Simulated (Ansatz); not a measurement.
`C[SiH2]C[SiH2]Cl` and `BCC[SiH2]Cl` differ in one atom or group.

Ansatz, PBE0-D4/def2-TZVP geometries, multiplicity 1. Each molecule was computed in one conformer, which needn't be the lowest.

```csv
property,`C[SiH2]C[SiH2]Cl`
LUMO energy (ωB97M-V/def2-TZVPP) / eV,1.77
LUMO energy (PBE/def2-TZVPP) / eV,-0.78
HOMO–LUMO gap (ωB97M-V/def2-TZVPP) / eV,12.44
size of the dipole moment (ωB97M-V/def2-TZVPP) / D,2.19
HOMO energy (PBE/def2-TZVPP) / eV,-7.19
size of the dipole moment (PBE/def2-TZVPP) / D,2.22
```

**Question.** What does the change do to each property? (Best estimate.)

**Answer.** The calculation gave: 
```tsv
property	`BCC[SiH2]Cl`	shift
LUMO energy (ωB97M-V/def2-TZVPP) / eV	0.46	-1.31
LUMO energy (PBE/def2-TZVPP) / eV	-2.48	-1.70
HOMO–LUMO gap (ωB97M-V/def2-TZVPP) / eV	10.96	-1.48
size of the dipole moment (ωB97M-V/def2-TZVPP) / D	1.48	-0.71
HOMO energy (PBE/def2-TZVPP) / eV	-7.00	0.19
size of the dipole moment (PBE/def2-TZVPP) / D	1.38	-0.84
```

With PBE0 the HOMO rises by 0.21 eV and the LUMO falls by 1.51 eV, so the gap narrows by about 1.72 eV. PBE moves the HOMO by 0.19 eV and ωB97M-V by 0.18 eV. Dipoles are sizes alone; their direction can turn.
